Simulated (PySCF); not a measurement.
Computed shifts of a molecule C5H6, B3LYP/pcSseg-1 (PySCF), GIAO, gas phase, equivalent atoms averaged, in ppm (number of nuclei): ¹³C: 146.7 (1), 125.7 (1), 85.1 (1), 74.9 (1), 30.4 (1). ¹H: 6.21 (1), 5.52 (2), 3.38 (1), 3.05 (1), 2.08 (1). References: ¹³C against TMS (σ = 181.3 ppm); ¹H against TMS (σ = 31.68 ppm), references at their B3LYP-D3(BJ)/def2-TZVP geometries, non-relativistic. Coordinates come from a B3LYP-D3(BJ)/def2-SVP optimisation. Other conformers were not sampled.

### Question
Pick the molecule that these values belong to.
(A) C=CC#CC
(B) C#CC1CC1
(C) C#CCC=C
(D) C1=CCC=C1

### Answer
C, C#CCC=C
